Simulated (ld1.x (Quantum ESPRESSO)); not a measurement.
# Before and after: PAW potential for oxygen (O)

* Element: oxygen (O)
* Generator: ld1.x (Quantum ESPRESSO) 7.5
* Type: PAW
* Functional: PBE
* Relativity: scalar-relativistic
* Frozen core: [He]
* Valence charge: 6
* Reference configuration: 2s2 2p4
* Partial waves: 2s (bound): rcut 0.55, rcutus 0.70 bohr; 2s channel at -1 Ry: rcut 0.55, rcutus 0.70 bohr; 2p (bound): rcut 1.25, rcutus 1.65 bohr; 2p channel at 0.05 Ry: rcut 1.25, rcutus 1.65 bohr
* Local potential: all-electron potential smoothed inside 1.05 bohr (lloc = -1)
* Core correction: Bessel-smoothed model core inside 0.70 bohr
* Augmentation charge: PSQ, inside the norm-conserving radii

Change: waves 2p (bound): rcut 1.24, rcutus 1.32 bohr; 2p channel at 0.05 Ry: rcut 1.24, rcutus 1.32 bohr.

Cutoffs: the cutoffs (Ry, on a coarse ladder) from which the occupation-weighted sum of valence levels, in a spherical-Bessel basis at the reference potential, stays within 10 and 1 mRy of its value at 400 Ry; they do not see the model core or the augmentation charge, which bear on the density cutoff. Errors are all-electron minus pseudo energies relative to the spin-unpolarised reference configuration.

Question: Predict the effect on cutoff, ghosts and configuration errors.

Answer: The potential gets neither clearly harder nor softer (70 Ry and 90 Ry → 70 Ry and 90 Ry); both files keep a bound ghost (s); of the 7 tests that both files solve, the error grows in 0 and shrinks in 2 by more than 15 % and 0.3 meV (median size 2.3 → 2.1 meV).

```csv
quantity,base,changed
"cutoff, loose",70 Ry,70 Ry
"cutoff, tight",90 Ry,90 Ry
loose cutoff by channel (10 mRy a level),"s 70 Ry, p 25 Ry","s 70 Ry, p 35 Ry"
bound ghosts,s,s
"error for 2s2 2p3, meV [ΔE 16.43 eV]",-1.9,-2.1
"error for 2s2 2p2, meV [ΔE 50.02 eV]",-11,-12
"error for 2s2 2p1, meV [ΔE 103.89 eV]",-32,-28
"error for 2s0 2p6, meV [ΔE 29.94 eV]",-2.3,-1.7
"error for 2s2 2p3.5, meV [ΔE 6.29 eV]",-0.5,-0.5
"error for 2s2 2p0, meV [ΔE 180.79 eV]",-27,-28
"error for 2s1 2p5, meV [ΔE 14.95 eV]",-1.0,-0.7
lowest overlap eigenvalue by channel,"s 0.66, p 1.00","s 0.66, p 0.92"
```

 A true bound ghost makes a file unfit for plane-wave use even where its test errors are small: the radial tests pick states by their node count and pass the ghost by.
